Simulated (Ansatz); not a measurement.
C2H8BNS (`CCB(N)S`), charge 0, multiplicity 1.

(1) Give a relaxed structure at PBE0-D4/def2-TZVP (the Gaussian-basis code of Ansatz). (An estimate is asked.)

## Answers

(1) Ansatz gave: 
```xyz
13

C     1.0380   -1.1199   -0.6185
C     0.7834    0.0668    0.3024
B    -0.6909    0.6273    0.3116
N    -1.6981    0.0642   -0.4747
S    -1.1517    2.0536    1.3635
H     2.0773   -1.4536   -0.5728
H     0.4137   -1.9772   -0.3496
H     0.8269   -0.8697   -1.6624
H     1.4592    0.8908    0.0421
H     1.0528   -0.1979    1.3325
H    -1.5242   -0.7202   -1.0786
H    -2.6479    0.3918   -0.4967
H     0.0616    2.2439    1.9011
```
Point group Cs.
This is one stationary point; other conformers may exist.
